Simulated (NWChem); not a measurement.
System: SiHF3; SMILES F[SiH](F)F

Here is an NWChem input.

```
start job
memory heap 200 mb stack 900 mb global 1100 mb
geometry units angstroms noautoz
  Si     0.000000     0.000000     0.327466
  F      1.443054    -0.384711    -0.243129
  F     -1.054697    -1.057366    -0.243129
  F     -0.388357     1.442077    -0.243129
  H      0.000000     0.000000     1.793609
end
basis spherical
  * library 3-21g
end
dft
  xc xtpss03 ctpss03
  iterations 150
  mulliken
end
task dft energy
```

Parts of the log:

```
             Northwest Computational Chemistry Package (NWChem) 7.3.0
             --------------------------------------------------------

 C3  symmetry detected

                             Geometry "geometry" -> ""
                             -------------------------

 Output coordinates in angstroms (scale by  1.889725989 to convert to a.u.)

  No.       Tag          Charge          X              Y              Z
 ---- ---------------- ---------- -------------- -------------- --------------
    1 Si                  14.0000     0.00000000     0.00000000     0.33190290
    2 F                    9.0000     1.25012267     0.81706858    -0.23869210
    3 F                    9.0000     0.08254081    -1.49117228    -0.23869210
    4 F                    9.0000    -1.33266348     0.67410370    -0.23869210
    5 H                    1.0000     0.00000000     0.00000000     1.79804590

 Effective nuclear repulsion energy (a.u.)     185.5376944114

      Symmetry information
      --------------------

 Group name             C3
 Group number              5
 Group order               3
 No. of unique centers     3

                                 NWChem DFT Module
                                 -----------------

 Summary of "ao basis" -> "ao basis" (spherical)
 ------------------------------------------------------------------------------
       Tag                 Description            Shells   Functions and Types
 ---------------- ------------------------------  ------  ---------------------
 Si                          3-21g                   7       13   4s3p
 F                           3-21g                   5        9   3s2p
 H                           3-21g                   2        2   2s

      Symmetry analysis of basis
      --------------------------

        a          18
        e+         12
        e-         12

  Rotation of axis

            General Information
            -------------------
          SCF calculation type: DFT
          Wavefunction type:  closed shell.
          No. of atoms     :     5
          No. of electrons :    42
           Alpha electrons :    21
            Beta electrons :    21
          Charge           :     0
          Spin multiplicity:     1
          Use of symmetry is: on ; symmetry adaption is: on
          Maximum number of iterations: 150
          AO basis - number of functions:    42
                     number of shells:    24
          Convergence on energy requested:  1.00D-06
          Convergence on density requested:  1.00D-05
          Convergence on gradient requested:  5.00D-04

              XC Information
              --------------
                  TPSS metaGGA Exchange Functional  1.000
             TPSS03 metaGGA Correlation Functional  1.000

             Grid Information
             ----------------
          Grid used for XC integration:  medium
          Radial quadrature: Mura-Knowles
          Angular quadrature: Lebedev.
          Tag              B.-S. Rad. Rad. Pts. Rad. Cut. Ang. Pts.
          ---              ---------- --------- --------- ---------
          Si                  1.10       88           6.0       590
          F                   0.50       49           7.0       434
          H                   0.35       45           7.0       434
          Grid pruning is: on
          Number of quadrature shells:   182
          Spatial weights used:  Erf1

      Superposition of Atomic Density Guess
      -------------------------------------

 Sum of atomic energies:        -584.40148817

      Non-variational initial energy
      ------------------------------

 Total energy =    -584.841123
 1-e energy   =   -1184.837048
 2-e energy   =     414.458231
 HOMO         =      -0.479143
 LUMO         =       0.109142

      Symmetry analysis of molecular orbitals - initial
      -------------------------------------------------

  Numbering of irreducible representations:

     1 a           2 e+          3 e-

  Orbital symmetries:

     1 a           2 a           3 e+          4 e+          5 a
     6 e+          7 e+          8 a           9 a          10 e+
    11 e+         12 a          13 e+         14 e+         15 a
    16 e+         17 e+         18 e+         19 e+         20 a
    21 a          22 a          23 e+         24 e+         25 a
    26 a          27 a          28 e+         29 e+         30 a
    31 e+

     ---------------------------------------------
      Total Density - Mulliken Population Analysis
     ---------------------------------------------

    Atom       Charge   Shell Charges
 -----------   ------   -------------------------------------------------------
    1 Si  14    11.97   2.00  1.97  5.85  0.60  0.89  0.33  0.33
    2 F    9     9.63   1.98  0.45  2.61  1.51  3.08
    3 F    9     9.63   1.98  0.45  2.61  1.51  3.08
    4 F    9     9.63   1.98  0.45  2.61  1.51  3.08
    5 H    1     1.15   0.39  0.75

   convergence    iter        energy       DeltaE   RMS-Dens  Diis-err
 ---------------- ----- ----------------- --------- --------- ---------
 d= 0,ls=0.0,diis     1   -586.5096507044 -7.72D+02  4.59D-02  9.53D-01
 d= 0,ls=0.0,diis     2   -586.4133254238  9.63D-02  2.28D-02  2.67D+00
 d= 0,ls=0.0,diis     3   -586.6391379857 -2.26D-01  2.02D-03  3.90D-03
 d= 0,ls=0.0,diis     4   -586.6395987377 -4.61D-04  5.71D-04  6.37D-04
 d= 0,ls=0.0,diis     5   -586.6396932460 -9.45D-05  9.99D-05  7.62D-06
  Resetting Diis
 d= 0,ls=0.0,diis     6   -586.6396945364 -1.29D-06  1.65D-05  2.31D-07
 d= 0,ls=0.0,diis     7   -586.6396945850 -4.85D-08  6.57D-07  5.30D-10

         Total DFT energy =     -586.639694584954
      One electron energy =    -1185.203410040733
           Coulomb energy =      465.797536646181
    Exchange-Corr. energy =      -52.771515601807
 Nuclear repulsion energy =      185.537694411405

 Numeric. integr. density =       41.999997232512

                  Occupations of the irreducible representations
                  ----------------------------------------------

                     irrep           alpha         beta
                     --------     --------     --------
                     a                 9.0          9.0
                     e+               12.0         12.0
                     e-                0.0          0.0

                       DFT Final Molecular Orbital Analysis
                       ------------------------------------

 Vector   19  Occ=2.000000D+00  E=-3.513533D-01  Symmetry=e+
              MO Center= -2.1D-01,  7.1D-01, -2.1D-01, r^2= 2.1D+00
   Bfn.  Coefficient  Atom+Function         Bfn.  Coefficient  Atom+Function
  ----- ------------  ---------------      ----- ------------  ---------------
    40      0.395567  4 F  pz                36      0.356656  4 F  pz
    22     -0.344704  2 F  pz                18     -0.310796  2 F  pz
    38     -0.201015  4 F  px                34     -0.176831  4 F  px
    20     -0.161842  2 F  px                16     -0.144755  2 F  px
    21     -0.115505  2 F  py                39      0.107685  4 F  py

 Vector   20  Occ=2.000000D+00  E=-3.402760D-01  Symmetry=a
              MO Center=  1.8D-14,  1.7D-14, -2.4D-01, r^2= 2.6D+00
   Bfn.  Coefficient  Atom+Function         Bfn.  Coefficient  Atom+Function
  ----- ------------  ---------------      ----- ------------  ---------------
    29      0.351270  3 F  px                25      0.319436  3 F  px
    39     -0.313939  4 F  py                21      0.294478  2 F  py
    35     -0.285487  4 F  py                17      0.267792  2 F  py
    20     -0.192489  2 F  px                16     -0.175042  2 F  px
    38     -0.158781  4 F  px                34     -0.144393  4 F  px

 Vector   21  Occ=2.000000D+00  E=-3.401178D-01  Symmetry=a
              MO Center= -3.6D-15,  5.3D-15,  4.0D-01, r^2= 3.0D+00
   Bfn.  Coefficient  Atom+Function         Bfn.  Coefficient  Atom+Function
  ----- ------------  ---------------      ----- ------------  ---------------
    42      0.513503  5 H  s                 22     -0.271026  2 F  pz
    31     -0.271026  3 F  pz                40     -0.271026  4 F  pz
    18     -0.251931  2 F  pz                27     -0.251931  3 F  pz
    36     -0.251931  4 F  pz                13     -0.225089  1 Si pz
    41      0.210208  5 H  s                  9      0.135398  1 Si pz

 Vector   22  Occ=0.000000D+00  E= 2.556034D-02  Symmetry=a
              MO Center=  2.3D-16, -2.6D-18,  1.9D-01, r^2= 2.9D+00
   Bfn.  Coefficient  Atom+Function         Bfn.  Coefficient  Atom+Function
  ----- ------------  ---------------      ----- ------------  ---------------
    10      1.235080  1 Si s                 42     -0.652125  5 H  s
    19     -0.367581  2 F  s                 28     -0.367581  3 F  s
    37     -0.367581  4 F  s                  2     -0.288440  1 Si s
     6      0.237578  1 Si s                 30     -0.229555  3 F  py
    38     -0.205153  4 F  px                20      0.192447  2 F  px

 Vector   23  Occ=0.000000D+00  E= 5.288489D-02  Symmetry=e+
              MO Center=  4.1D-02, -1.4D-01,  4.2D-01, r^2= 3.3D+00
   Bfn.  Coefficient  Atom+Function         Bfn.  Coefficient  Atom+Function
  ----- ------------  ---------------      ----- ------------  ---------------
    11      0.936609  1 Si px                37      0.464894  4 F  s
     7      0.403833  1 Si px                19     -0.405478  2 F  s
    29     -0.227843  3 F  px                21      0.187022  2 F  py
    25     -0.186407  3 F  px                 3     -0.177117  1 Si px
    39     -0.148897  4 F  py                40      0.140952  4 F  pz

 Vector   24  Occ=0.000000D+00  E= 5.288489D-02  Symmetry=e+
              MO Center= -4.1D-02,  1.4D-01,  4.2D-01, r^2= 3.3D+00
   Bfn.  Coefficient  Atom+Function         Bfn.  Coefficient  Atom+Function
  ----- ------------  ---------------      ----- ------------  ---------------
    12      0.936609  1 Si py                28      0.502509  3 F  s
     8      0.403833  1 Si py                19     -0.302711  2 F  s
    37     -0.199798  4 F  s                 20      0.182786  2 F  px
     4     -0.177117  1 Si py                30      0.160043  3 F  py
    39     -0.160220  4 F  py                38     -0.153133  4 F  px

     ---------------------------------------------
      Total Density - Mulliken Population Analysis
     ---------------------------------------------

    Atom       Charge   Shell Charges
 -----------   ------   -------------------------------------------------------
    1 Si  14    12.68   2.00  1.96  5.85  0.78  1.44  0.18  0.47
    2 F    9     9.37   1.98  0.45  2.48  1.53  2.92
    3 F    9     9.37   1.98  0.45  2.48  1.53  2.92
    4 F    9     9.37   1.98  0.45  2.48  1.53  2.92
    5 H    1     1.21   0.45  0.77

     -------------------------------------------
      Total Density - Lowdin Population Analysis
     -------------------------------------------

    Atom       Charge   Shell Charges
 -----------   ------   -------------------------------------------------------
    1 Si  14    13.04   2.00  1.94  5.78  0.63  1.44  0.41  0.84
    2 F    9     9.27   1.98  0.61  2.47  1.23  2.97
    3 F    9     9.27   1.98  0.61  2.47  1.23  2.97
    4 F    9     9.27   1.98  0.61  2.47  1.23  2.97
    5 H    1     1.14   0.47  0.67

     Multipole analysis of the density
     ---------------------------------

     L   x y z        total         alpha         beta         nuclear
     -   - - -        -----         -----         ----         -------
     0   0 0 0     -0.000000    -21.000000    -21.000000     42.000000

     1   1 0 0      0.000000      0.000000      0.000000      0.000000
     1   0 1 0      0.000000     -0.000000     -0.000000      0.000000
     1   0 0 1      0.602566      0.301283      0.301283      0.000000

     2   2 0 0    -22.090766    -64.808657    -64.808657    107.526549
     2   1 1 0      0.000000      0.000000      0.000000      0.000000
     2   1 0 1     -0.000000     -0.000000     -0.000000     -0.000000
     2   0 2 0    -22.090766    -64.808657    -64.808657    107.526549
     2   0 1 1      0.000000      0.000000      0.000000     -0.000000
     2   0 0 2    -19.527781    -21.036845    -21.036845     22.545909
```

Level: TPSS/3-21G. The geometry was optimised at PBE0/def2-SVP.
